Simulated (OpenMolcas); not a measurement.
**Mn3+, Tc3+, Re3+: d4 down the group**

```json
{
  "Program": "OpenMolcas",
  "Method": "XMS-CASPT2, IPEA 0.25 Eh, imaginary shift 0.1 Eh",
  "Basis": "ANO-RCC-VTZP",
  "Scalar Hamiltonian": "DKH2, point nucleus",
  "Spin-orbit coupling": "state interaction with AMFI integrals over the reference wave functions, term energies averaged over their components"
}
```

Active space for each ion: 4 electrons in 5 orbitals (d); closed shells correlated by CASPT2: Mn3+ 3s 3p; Tc3+ 4s 4p; Re3+ 5s 5p.

Computed levels in cm-1 above 5D0:

| Level | Mn3+ | Tc3+ | Re3+ |
| --- | --- | --- | --- |
| 5D1 | 102 | 341 | 3170 |
| 5D2 | 301 | 935 | 6140 |
| 5D3 | 589 | 1701 | 8570 |
| 5D4 | 956 | 2590 | 10370 |
| 3P0(1) | 21960 | 15120 | 15290 |
| 3P1(1) | 22580 | 16930 | 20530 |
| 3H4 | 22610 | 16600 | 17910 |
| 3H5 | 22830 | 17450 | 22050 |
| 3H6 | 23080 | 18180 | 23990 |
| weight of 5D in the lowest level (%) | 100 | 98 | 68 |

Mixed levels, with the weight of the term that names them: Re3+ 5D0 (68 %), Re3+ 3P0(1) (57 %), Re3+ 3H4 (57 %).

Measured, with the error of the calculation in %. Measured levels: Mn3+ from Corliss and Sugar, J. Phys. Chem. Ref. Data 6, 1253 (1977); Re3+ from the list in Brasseur, Gamrath and Quinet, At. Data Nucl. Data Tables 157, 101636 (2024).

| Level | Mn3+ | Re3+ |
| --- | --- | --- |
| 5D1 | 99.0 (+3.2) | 3084 (+2.7) |
| 5D2 | 287 (+5.1) | 5979 (+2.8) |
| 5D3 | 552 (+6.7) | 8350 (+2.6) |
| 5D4 | 886 (+8.0) | 10121 (+2.4) |
| 3P0(1) | 20654 (+6.3) |  |
| 3P1(1) | 21279 (+6.1) | 19340 (+6.2) |
| 3H4 | 21281 (+6.3) | 16946 (+5.7) |
| 3H5 | 21475 (+6.3) | 20930 (+5.4) |
| 3H6 | 21679 (+6.4) | 22896 (+4.8) |

The fine-structure level 5D4 changes by a factor of 10.8 from Mn3+ to Re3+.

Without spin-orbit coupling 3P(1) lies 22510, 16410, 13510 cm-1 above 5D in that order; the difference to the level 3P0(1), of either sign, comes from spin-orbit coupling, which also lowers the zero.

Term energies are means over components that CASPT2 splits; among the terms shown or strongly mixed into the levels shown the widest spread is 1700 cm-1 (4d4 3H, Tc3+). The CASPT2 spread within a term exceeds the gap to the next term for 3d4 3H and 3d4 3P(1), so the order of their levels is uncertain (figures for Mn3+; the like holds for Tc3+, Re3+). Computed and measured levels are paired by configuration, term and J; levels that our copy of the source lacks, or whose pairing is in doubt (as where it misses far off the trend of its configuration), stay unpaired and out of the deviations. Levels of configurations outside the active space are missing.

A number in round brackets counts repeated terms of one configuration in the order of the reference energies.
